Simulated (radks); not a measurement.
Results of a calculation; reference values are marked as such.
Numerical settings for neutral vanadium, [Ar] 3d3 4s2. Code: a radial shooting solver on a logarithmic mesh with Libxc functionals. Model: Dirac Kohn-Sham, PBE, spin-unpolarised, spherical densities, point nucleus; open shells fill j = l - 1/2 first. The defaults (mesh step 0.008 in ln r, mesh end at 40 bohr or more with all orbitals vanishing there, Anderson mixing 0.5 over 9 steps, residual threshold near 1e-9 with the energy settled to 1e-9 hartree or 1e-11 of itself, here a cap of 59 iterations) give E = -949.0211 hartree and 4s1/2 at -4.698 eV in 14 iterations. Run on one thread of a shared host, so times are rough (Arm Neoverse N1): 0.13 s of CPU time, 0.13 s wall, 14 iterations on 2669 mesh points. Changes against that run (0 stands for a change within the tolerance of the run):

[
 {"setting": "mesh step in ln r 0.03", "iterations": "14", "converged": "yes", "E (mhartree)": "+0.000202", "e(4s1/2) (meV)": "0", "CPU (s)": "0.05"},
 {"setting": "mesh step in ln r 0.08", "iterations": "14", "converged": "yes", "E (mhartree)": "+0.194", "e(4s1/2) (meV)": "0", "CPU (s)": "0.03"},
 {"setting": "mesh step in ln r 0.2", "iterations": "4", "converged": "no", "E (mhartree)": "diverged", "e(4s1/2) (meV)": "-", "CPU (s)": "0.02"},
 {"setting": "mesh end (bohr) 8", "iterations": "14", "converged": "yes", "E (mhartree)": "+6", "e(4s1/2) (meV)": "+265", "CPU (s)": "0.12"},
 {"setting": "mesh end (bohr) 1", "iterations": "13", "converged": "level above zero", "E (mhartree)": "+1.36e+05", "e(4s1/2) (meV)": "+9.89e+05", "CPU (s)": "0.08"},
 {"setting": "residual threshold 1e-13", "iterations": "21", "converged": "yes", "E (mhartree)": "0", "e(4s1/2) (meV)": "0", "CPU (s)": "0.16"},
 {"setting": "residual threshold 1e-05", "iterations": "10", "converged": "yes", "E (mhartree)": "0", "e(4s1/2) (meV)": "-0.0462", "CPU (s)": "0.11"},
 {"setting": "mixing 0.2", "iterations": "17", "converged": "yes", "E (mhartree)": "0", "e(4s1/2) (meV)": "0", "CPU (s)": "0.15"},
 {"setting": "linear mixing, mixing 0.2", "iterations": "59", "converged": "no", "E (mhartree)": "0", "e(4s1/2) (meV)": "-0.00332", "CPU (s)": "0.35"},
 {"setting": "linear mixing, mixing 0.05", "iterations": "59", "converged": "no", "E (mhartree)": "+0.14", "e(4s1/2) (meV)": "-133", "CPU (s)": "0.4"},
 {"setting": "mixing history 3", "iterations": "18", "converged": "yes", "E (mhartree)": "0", "e(4s1/2) (meV)": "0", "CPU (s)": "0.15"},
 {"setting": "iteration cap 3", "iterations": "3", "converged": "no", "E (mhartree)": "+1.69", "e(4s1/2) (meV)": "-85.9", "CPU (s)": "0.03"}
]

Settled on a wrong energy, with an occupied level pushed above zero by the early mesh end: mesh end (bohr) 1 (+136 hartree). Apart from these: settings that end as converged yet miss the energy by more than 1 mhartree: mesh end (bohr) 8 (+0.006 hartree). A mesh that ends early acts as a hard wall.
